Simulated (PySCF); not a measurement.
Run record: excited-state job, `BNBCCC`.

Computed with TDDFT B3LYP/def2-SVPD, vertical, gas phase, core orbitals frozen in the response (PySCF 2.14.0, density-fitted response routines). Geometry: GFN2-xTB. A driver script takes a list of jobs; this job's settings line and coordinates (Å) are shown.

Input:
```
{"job": {"kind": "uv", "xc": "B3LYP", "basis": "def2-SVPD", "nstates": 8, "ntriplets": 3}, "charge": 0, "multiplicity": 1}
B      2.781047     0.328049     0.887227
N      1.457673    -0.024885     0.571921
B      0.967131    -0.655867    -0.593677
C     -0.568983    -1.011793    -0.778759
C     -1.575871    -0.343286     0.163574
C     -1.683918     1.155561    -0.096193
H      3.630817     0.095747     0.118854
H      3.007683     0.850012     1.912854
H      0.762069     0.201168     1.271590
H      1.737194    -0.954812    -1.425127
H     -0.658952    -2.098124    -0.665043
H     -0.876640    -0.810393    -1.808652
H     -2.562214    -0.795291     0.026552
H     -1.287926    -0.518520     1.203936
H     -2.053854     1.336671    -1.103349
H     -2.369946     1.621692     0.608320
H     -0.712306     1.636102    -0.005016
```

Output:
```
coarse grid: 13312 points
cycle   1  E = -225.2082953874  dE =  2.682e-01  |g| = 5.079e-01  |ddm| = 7.944e+00
cycle   2  E = -225.1729858885  dE =  3.531e-02  |g| = 6.459e-01  |ddm| = 2.228e+00
cycle   3  E = -225.2761524256  dE = -1.032e-01  |g| = 8.014e-02  |ddm| = 8.158e-01
cycle   4  E = -225.2775756772  dE = -1.423e-03  |g| = 2.994e-02  |ddm| = 2.124e-01
cycle   5  E = -225.2777664938  dE = -1.908e-04  |g| = 8.864e-03  |ddm| = 4.365e-02
cycle   6  E = -225.2777857649  dE = -1.927e-05  |g| = 1.705e-03  |ddm| = 2.164e-02
cycle   7  E = -225.2777865018  dE = -7.369e-07  |g| = 4.025e-04  |ddm| = 3.699e-03
final grid: 126128 points
cycle   8  E = -225.3188489709  dE = -7.214e-05  |g| = 7.028e-03  |ddm| = 2.272e-01
cycle   9  E = -225.3188393015  dE =  9.669e-06  |g| = 9.584e-03  |ddm| = 2.201e-02
cycle  10  E = -225.3188608986  dE = -2.160e-05  |g| = 9.262e-04  |ddm| = 1.039e-02
cycle  11  E = -225.3188610928  dE = -1.942e-07  |g| = 2.468e-04  |ddm| = 1.743e-03
cycle  12  E = -225.3188611062  dE = -1.342e-08  |g| = 7.244e-05  |ddm| = 4.537e-04
cycle  13  E = -225.3188611076  dE = -1.328e-09  |g| = 1.583e-05  |ddm| = 1.954e-04
cycle  14  E = -225.3188611076  dE = -6.332e-11  |g| = 3.706e-06  |ddm| = 3.576e-05
converged SCF energy = -225.3188611076

Static polarisability (au): isotropic 73.915, principal 61.262 72.826 87.657

Singlet excitations
state   eV       nm        f      main configurations
  1   5.9329    209.0   0.00184   H->L 0.95
  2   6.3518    195.2   0.00095   H-1->L 0.84, H-3->L 0.11
  3   7.0062    177.0   0.05036   H-3->L 0.42, H-2->L 0.41, H-1->L 0.13
  4   7.1581    173.2   0.27791   H-2->L 0.53, H-3->L 0.42
  5   7.5432    164.4   0.02527   H-4->L 0.91
  6   7.6021    163.1   0.00531   H->L+1 0.60, H->L+2 0.30
  7   7.6878    161.3   0.00780   H->L+2 0.63, H->L+1 0.32
  8   8.0060    154.9   0.02039   H-5->L 0.95

Triplet excitations (Tamm-Dancoff, eV): 5.5658 5.8613 6.0694
```

The SCF starts on a coarse grid where the log names one; the energy can jump when the final grid takes over, and dE then counts from the start density on the new grid. H and L stand for HOMO and LUMO; the number after each pair is its weight.

Question: Give the mean polarisability as a volume in Å³, and the ratio of the largest to the smallest principal value.

Answer: 73.915 au × 0.148185 = 10.95 Å³; 87.657/61.262 = 1.43.

In short: HOMO -8.32 eV, LUMO -1.22 eV; lowest singlet 5.93 eV; lowest triplet 5.57 eV (Tamm–Dancoff); mean polarisability 73.9 au.

On one thread, Arm Neoverse V1, no GPU (shared host), this took 45 s.

One conformer stands for the species.
Labels such as C1 count atoms from 1, the log's own numbers from 0.
